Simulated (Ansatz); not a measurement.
System: C3H12OSi2 (charge 0, singlet). 
Coordinates optimised at B3LYP-D3(BJ)/def2-TZVP (Ansatz, an electronic-structure program):
SMILES: C[SiH](C)OC[SiH3]
```xyz
18

C     -2.3224    -0.0001     1.5634
Si    -1.3505    -0.5096     0.0591
C     -2.1106     0.1429    -1.5208
O      0.1809     0.0879     0.2709
C      1.2540    -0.1861    -0.6299
Si     2.8534     0.4702     0.1367
H     -3.3431    -0.3862     1.5142
H     -1.8591    -0.3814     2.4748
H     -2.3753     1.0879     1.6397
H     -1.2652    -1.9939    -0.0387
H     -1.5249    -0.1432    -2.3970
H     -3.1185    -0.2577    -1.6550
H     -2.1809     1.2328    -1.5013
H      1.3413    -1.2641    -0.8184
H      1.0778     0.2914    -1.6018
H      2.7417     1.9289     0.3639
H      3.1106    -0.2109     1.4259
H      3.9821     0.2051    -0.7909
```
Charge 0, spin multiplicity 1.

Total electronic energies in hartree. Cores are frozen in the correlated levels unless marked. Spin-orbit coupling is left out. No relativistic terms. Basis-set limits of correlation are two-point, X^-3; Hartree-Fock from the larger set.

```csv
level,program,energy (Eh)
HF/cc-pVTZ,Ansatz,-773.46945
BLYP/def2-TZVPD,Ansatz,?
B3LYP-D4/def2-TZVPD,Ansatz + dftd4,-775.97215
B3LYP/def2-TZVPD,Ansatz,-775.94879
LC-wPBE-D3(BJ)/def2-TZVPD,Ansatz + dftd3,-775.61441
PBE-QIDH/def2-TZVPD,Ansatz,-775.21179
MP2/cc-pV(Q+d)Z,Ansatz,-774.58951
SCS-MP2/cc-pV(Q+d)Z,Ansatz,-774.61216
"CCSD(T)/CBS(cc-pV(T+d)Z,cc-pV(Q+d)Z)",Ansatz,-774.7426
```

Some entries are withheld; supply them.


- BLYP/def2-TZVPD, energy (Eh): -775.78790
